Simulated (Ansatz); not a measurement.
`[CH3][SnH2][SiH2]O` + `[OH][AlH2]` → `O[SiH2][O][AlH2]` + `[CH3][SnH3]`  (cleavage of the Si–Sn bond)

Calculated with Ansatz (gas phase, PBE0-D4/def2-TZVP geometries, no zero-point term in ΔE). CCSD(T)/CBS is the MP2 limit (def2-TZVPP, def2-QZVPP) plus CCSD(T) − MP2 in def2-TZVPP, frozen cores. This one scheme is used for every species. DFT in def2-TZVPP. Elements past krypton have def2 core potentials. For Sn outer-core shells are correlated without core-valence functions, which leaves a few kJ/mol of doubt a bond. Each species was taken in one conformer, which may not be the lowest.

`[CH3][SnH2][SiH2]O`:

```xyz
12

C    -2.015    0.493   -0.520
Sn    0.051    1.030   -0.299
Si    1.538   -1.032    0.116
O     1.216   -1.743    1.577
H    -2.139   -0.150   -1.391
H    -2.356   -0.042    0.367
H    -2.620    1.391   -0.650
H     0.190    2.117    1.023
H     0.559    1.875   -1.701
H     1.262   -2.084   -0.895
H     2.976   -0.647    0.011
H     1.338   -1.208    2.362
```

`[OH][AlH2]`:

Cartesian coordinates in Å:
```
O 0.319 0.262 1.144
Al 0.066 -0.033 -0.506
H -0.334 0.079 1.818
H -1.314 -0.643 -0.992
H 1.263 0.334 -1.465
```

`O[SiH2][O][AlH2]`:

Cartesian coordinates in Å:
```
O -1.664 -1.420 0.177
Si -1.149 -0.003 -0.472
O 0.391 0.327 -0.097
Al 2.024 0.486 0.278
H -1.810 -1.452 1.123
H -1.289 -0.189 -1.934
H -1.984 1.123 0.024
H 2.523 -0.094 1.660
H 2.958 1.221 -0.760
```

`[CH3][SnH3]`:

Cartesian coordinates in Å:
```
C -0.536 -0.399 -0.937
Sn 0.460 0.343 0.805
H -1.576 -0.625 -0.703
H -0.046 -1.307 -1.288
H -0.505 0.349 -1.730
H -0.310 1.763 1.363
H 0.421 -0.830 2.048
H 2.090 0.706 0.441
```

```json
{"level": "r2SCAN-D4", "ΔE (eV)": "-1.20"}
{"level": "PBE0-D4", "ΔE (eV)": "-1.09"}
{"level": "ωB97M-V", "ΔE (eV)": "-1.25"}
{"level": "HF/def2-TZVPP", "ΔE (eV)": "-1.55"}
{"level": "MP2/def2-TZVPP", "ΔE (eV)": "-1.27"}
{"level": "SCS-MP2/def2-TZVPP", "ΔE (eV)": "-1.33"}
{"level": "CCSD(T)/def2-TZVPP", "ΔE (eV)": "-1.27"}
{"level": "MP2/def2-QZVPP", "ΔE (eV)": "-1.24"}
```

Question: What does CCSD(T)/CBS give? (Estimate.)

Answer: The calculation gave: -1.20 eV. The listed levels differ from it by 0.00, 0.11, -0.05, -0.35, -0.07, -0.13, -0.07, -0.04 eV.

Largest T1 diagnostic among the species: 0.012.

From PBE to PBE0 (25 % exact exchange), in def2-TZVPP and without D4, ΔE moves by −0.11 eV. In def2-TZVPP, CCSD(T) changes the Hartree–Fock value by +0.28 eV (the triples alone add +0.04 eV) and MP2 by +0.28 eV.
